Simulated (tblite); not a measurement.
Species: C5H8NO (doublet state).
Geometry (GFN2-xTB, Å), atoms numbered from 1 in this order:
```
atom  x, y, z in Å
C1    -0.0044    1.7126   -0.0904
N2     1.1021    1.4653    0.3519
C3     1.7954    0.2359    0.6514
O4     0.9855   -0.8717    0.9088
C5     0.0678   -1.2125   -0.1125
C6    -1.2585   -0.4506    0.0051
C7    -1.1896    0.9736   -0.5667
H8     2.3895    0.3928    1.5560
H9     2.4695    0.0498   -0.2037
H10   -0.1161   -2.2830    0.0192
H11    0.5194   -1.0504   -1.1016
H12   -2.0350   -1.0079   -0.5231
H13   -1.5239   -0.4081    1.0630
H14   -2.1003    1.5235   -0.3215
H15   -1.1060    0.9388   -1.6579
```

Calculated harmonic vibrations of the isolated species, GFN2-xTB (tblite), most abundant isotopes, no scaling. The method is semi-empirical: single wavenumbers can be off by several per cent or more. One conformer, not necessarily the lowest. Open shells enter through the occupations alone, without spin polarisation, and single modes of such species can be off by tens of per cent.

Harmonic wavenumbers (cm⁻¹): 124.9, 181.4, 331.9, 354.6, 389.5, 399.7, 544.0, 632.3, 814.2, 844.4, 872.5, 921.3, 943.6, 997.1, 1016.6, 1042.0, 1074.8, 1095.5, 1148.2, 1193.5, 1209.8, 1265.9, 1284.0, 1296.5, 1324.9, 1342.2, 1426.8, 1437.5, 1455.3, 1460.9, 1930.3, 2810.1, 2881.7, 2941.0, 2953.3, 2959.1, 2967.7, 2976.8, 2997.8.

A = 3920, B = 3266, C = 1940 MHz; mass 98.061 u (most abundant isotopes); point group C1, symmetry number 1; spin multiplicity 2.

What is the zero-point energy?

Half the sum of the wavenumbers: 26922 cm⁻¹ = 76.97 kcal/mol.

Give the ideal-gas entropy at 400 K and 1 bar in the rigid-rotor, harmonic-oscillator model (classical rotation).

Translation 41.15, rotation 27.84, vibration 18.66, spin (R ln 2) 1.38: S = 89.0 cal/(mol K).

And Cp and H(400 K) − H(0)?

Cp = 34.46 cal/(mol K), of which vibrations give 26.51 (their classical limit is 39 R = 77.5); H(400 K) − H(0) = 7.70 kcal/mol without the zero-point energy, 4.52 from vibrations.

How do the functions run with temperature in this model?

```
 T (K)  S (cal/(mol K))  Cp (cal/(mol K))  H − H(0) (kcal/mol)  G − H(0) (kcal/mol)  ln q(vib)
   150             66.7              15.0                 1.60                -8.40       0.68
   250             75.9              22.2                 3.45               -15.54       1.74
298.15             80.2              26.1                 4.61               -19.29       2.33
   600            105.7              47.8                16.01               -47.40       6.73
   900            127.7              60.6                32.43               -82.51      11.48
```

q(vib) and H(0) count from the zero-point level.

Which modes carry the vibrational entropy at 400 K?

124.9 cm⁻¹: 3.59; 181.4 cm⁻¹: 2.87; 331.9 cm⁻¹: 1.75; 354.6 cm⁻¹: 1.63; 389.5 cm⁻¹: 1.47; 399.7 cm⁻¹: 1.43 cal/(mol K); the other 33 give 5.91 together.

What must be added to the electronic energy to get the Gibbs energy at 400 K and 1 bar?

ZPE + [H(400 K) − H(0)] − T·S = 76.97 + 7.70 − 35.61 = 49.06 kcal/mol.

Hindered rotation and anharmonicity are outside this model. Other conformers, if any are populated, would add a mixing term that is left out. The structure is chiral; the term R ln 2 for an equal mix with its mirror image is left out.
